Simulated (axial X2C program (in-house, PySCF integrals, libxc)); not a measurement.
# Ω levels of FYF from open-shell CI on d0 s1 p(π)0

Computed with an in-house all-electron X2C program for linear molecules (integrals from PySCF): two-component X2C with atomic mean-field Coulomb and Gaunt terms, basis F dyall-v2z, Y dyall-v2z (cores contracted in-house). Orbitals come from Hartree–Fock averaged over the configuration Y d0 s1 p(π)0; CI then distributes these electrons over the d, s, p(π) shells of Y.

F–Y–F held linear, both bonds 2.026 Å (near the minimum of the configuration average).

Active spinors (ω > 0):

| shell | ω | ε (eV) | character |
| --- | --- | --- | --- |
| d | 3/2 | 1.90 | 100% Y d |
| d | 5/2 | 1.92 | 100% Y d |
| d | 1/2 | 4.09 | 92% Y d, 8% F p |
| d | 3/2 | 4.11 | 92% Y d, 8% F p |
| d | 1/2 | 10.10 | 97% Y d |
| s | 1/2 | -3.08 | 73% Y s, 26% Y d |
| p(π) | 1/2 | 1.14 | 94% Y p, 4% Y f |
| p(π) | 3/2 | 1.16 | 94% Y p, 4% Y f |

Lowest levels of this model:

```
  Ω  energy (cm⁻¹)    g∥  configuration
1/2              0  2.00        100% s1
3/2           8062  2.00        100% d1
5/2           8340  6.00        100% d1
1/2          22478  0.00     100% p(π)1
3/2          22838  4.00     100% p(π)1
1/2          25806  0.00        100% d1
```

g∥ is the magnitude of 2⟨Lz + ge Sz⟩ for the +Ω component.

Question: From Ω and g∥ of the lowest level, whose 2⟨Lz + ge Sz⟩ is positive, find ⟨Sz⟩ and ⟨Lz⟩ (ge = 2.0023).

Answer: Ω = ⟨Lz⟩ + ⟨Sz⟩ = 1/2 and ⟨Lz⟩ + ge⟨Sz⟩ = 1.000, so ⟨Sz⟩ = 0.50 and ⟨Lz⟩ = 0.00.

Occupations of the active spinors in the lowest level by ω, shell by shell in order of energy: -5/2: 0.00; -3/2: 0.00 0.00 0.00; -1/2: 0.00 0.00 0.00 0.00; 1/2: 0.00 0.00 1.00 0.00; 3/2: 0.00 0.00 0.00; 5/2: 0.00. The leading determinant has weight 1.00 among 4.

This point took 0.42 s on 1 thread of Arm Neoverse V2, with other jobs on the host.

There is no dynamic correlation: spin–orbit spacings and, for f shells, spacings inside one term are the most reliable numbers, splittings between terms come out too wide, and energies between configurations are not reliable, so the lowest level need not be the ground state of the molecule. For d shells the ligand-field splittings (σ, π, δ) and their order can be off by a thousand cm⁻¹ or more. At most 6 roots were kept for each Ω > 0 (twice that for Ω = 0) within 3.2 eV of the lowest, so higher up levels can be missing between those listed; levels with Ω > 0 are doubly degenerate and listed once, Ω = 0 levels singly. States that fill the shells left empty in the average are placed too high. The molecule was held linear; bending was not examined.
